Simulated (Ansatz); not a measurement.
Reaction (isomerisation): `C[SiH](Cl)[SiH2]F` → `FC([SiH3])([SiH3])Cl`

Program: Ansatz. Geometries: PBE0-D4/def2-TZVP. ΔE: electronic, gas phase. CCSD(T)/CBS is the MP2 limit (def2-TZVPP, def2-QZVPP) plus CCSD(T) − MP2 in def2-TZVPP, frozen cores. DFT in def2-TZVPP. HSE06 is defined as in plane-wave codes. One conformer a species, not always the lowest.

`C[SiH](Cl)[SiH2]F`:

```xyz
11

C     0.096    1.293   -1.192
Si    0.753    0.242    0.197
Cl    0.938    1.390    1.914
Si   -0.696   -1.486    0.840
F    -0.989   -2.454   -0.411
H    -0.881    1.709   -0.938
H     0.780    2.118   -1.406
H    -0.009    0.688   -2.096
H     2.110   -0.270   -0.130
H    -0.108   -2.307    1.929
H    -1.995   -0.924    1.293
```

`FC([SiH3])([SiH3])Cl`:

```xyz
11

F     1.017    1.002   -1.281
C     0.006    0.518   -0.465
Si   -0.394   -1.277   -0.975
Si    0.489    0.808    1.358
Cl   -1.474    1.488   -0.772
H    -0.807   -1.281   -2.397
H    -1.483   -1.766   -0.096
H     0.827   -2.102   -0.779
H     1.740    0.057    1.636
H    -0.612    0.292    2.206
H     0.691    2.261    1.565
```

```
             level  ΔE (kJ/mol)  difference from CCSD(T)/CBS
        r2SCANh-D4        407.7                          0.0
              PBE0        405.5                         -2.2
           r2SCANh        408.2                          0.5
           r2SCAN0        413.8                          6.1
             HSE06        405.0                         -2.7
       HF/def2-SVP        396.2                        -11.5
      MP2/def2-SVP        382.2                        -25.5
SCS-MP2/def2-TZVPP        405.9                         -1.8
CCSD(T)/def2-TZVPP        400.9                         -6.8
    CCSD/CBS(def2)        413.8                          6.1
       CCSD(T)/CBS        407.7                            0
```

Largest T1 diagnostic among the species: 0.012.

Leaving LDA and LC-ωPBE aside and taking each functional with its dispersion term where it has one, the values, not all of them listed here, spread over 34.3 kJ/mol, from BLYP-D4 to B97M-V. LDA lies −10.7 kJ/mol from PBE without D4. At CCSD(T), def2-SVP lies −40.9 kJ/mol from the extrapolated value and def2-TZVPP −6.8 kJ/mol.

CCSD(T)/CBS has its own doubt, a few kJ/mol and more with outer-core shells, so smaller differences from it don't rank the levels.
